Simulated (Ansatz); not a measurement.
```tsv
atom	x (Å)	y (Å)	z (Å)
C	0.0492	-0.0039	-1.1115
Cl	-0.0238	0.0320	0.6259
H	0.0162	-1.0678	-1.5142
H	-0.8477	0.5190	-1.4786
H	0.9417	0.5312	-1.4586
```

Basis set: def2-TZVP (spherical functions). Left uncorrelated: 6 orbitals. Charge 0, multiplicity 1.

Computed with Ansatz (development build ahead of 0.2.0); each method stands on the lowest determinant of its kind that the runs found. Restricted open shells among the atoms or ions are ROHF, correlated in semicanonical orbitals with singles.

Problem. Give the atomization energy at this shape (free ground-state atoms in the same class of orbitals less the molecule, no zero-point energy) of singlet CH₃Cl by RHF-MP2, RHF.

Solution.

```
 method  atomization energy
RHF-MP2            16.53 eV
    RHF            13.00 eV
```
